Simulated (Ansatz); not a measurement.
Calculated with Ansatz (gas phase, PBE0-D4/def2-TZVP geometries, no zero-point term in ΔE). CBS: MP2 limit from def2 TZ/QZ plus the TZ coupled-cluster correction, frozen cores. Functionals use def2-TZVPP. B3LYP here is the variant with VWN-RPA as its local correlation; programs differ in this. One conformer a species, not always the lowest.

`[BH2][Al]([SiH3])[O][SiH3]` + `NB(N)O` → `NB(N)O[SiH3]` + `[BH2][AlH][O][SiH3]`  (cleavage of the Si–Al bond)

**Question.** Is it downhill or uphill in electronic energy at CCSD(T)/CBS, and by how much? (An estimate is asked.)

**Answer.** Computed: Downhill: ΔE = -0.90 eV.

**Question.** What do these levels give: B3LYP-D4, r2SCAN, PBE0, MP2/def2-TZVPP, SCS-MP2/def2-TZVPP, HF/def2-QZVPP? (Estimate.)

**Answer.** Ansatz gave: B3LYP-D4 -0.92, r2SCAN -0.84, PBE0 -0.71, MP2/def2-TZVPP -0.99, SCS-MP2/def2-TZVPP -1.03, HF/def2-QZVPP -1.18 eV.

Largest T1 diagnostic among the species: 0.013.

From PBE to PBE0 (25 % exact exchange), in def2-TZVPP and without D4, ΔE moves by −0.09 eV. In def2-TZVPP, CCSD(T) changes the Hartree–Fock value by +0.27 eV (the triples alone add +0.03 eV) and MP2 by +0.17 eV.
